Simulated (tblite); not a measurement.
What does the GFN2-xTB structure of `S=C1[CH+][CH][C@H](Cl)C1` [radical] look like in three dimensions? (Charge +1 and doublet state.)

```
atom  x, y, z in Å
S1     2.3504    1.7225   -0.1449
C2     0.9695    0.8581   -0.0958
C3    -0.3676    1.3543   -0.2299
C4    -1.2512    0.3396   -0.1687
C5    -0.5807   -0.9720    0.0188
Cl6   -1.1476   -1.7661    1.5368
C7     0.9180   -0.6322    0.0832
H8    -0.5982    2.3961   -0.3656
H9    -2.3225    0.4358   -0.2281
H10   -0.8174   -1.6744   -0.7863
H11    1.3527   -0.9180    1.0441
H12    1.4958   -1.1442   -0.6896
```

Orientation and origin are arbitrary. Atoms count from 1 in this order. C3 (carbon bonded to 2 C and H) is planar (angles 126.5°, 123.2° and 110.3°, sum 360.0°, 0.00 Å off the plane of its three neighbours). The 5-membered ring C2–C3–C4–C5–C7 has internal angles of 104.3° to 112.0° (sum 540°, against 540° for a flat polygon); it is planar, 0.00 Å rms from its mean plane, widest ring torsion 1°. C4 (carbon bonded to 2 C and H) is planar (angles 125.6°, 122.3° and 112.0°, sum 360.0°, 0.01 Å off the plane of its three neighbours). The 5 C–C bonds span 1.347 Å (C3–C4, drawn single) to 1.538 Å (C5–C7, drawn single), a spread of 0.191 Å.

Bonds between heavy atoms (Å): S1=C2 1.630, C2–C3 1.433, C3–C4 1.347, C4–C5 1.485, C5–Cl6 1.805, C5–C7 1.538, C2–C7 1.502.

The geometry is computed with GFN2-xTB (gas phase). This method treats the open shell by occupation alone, without spin polarisation.

Point group: C1 (no symmetry element, even within 0.4 Å). Its GFN2-xTB frequencies are all real (lowest 49 cm⁻¹).
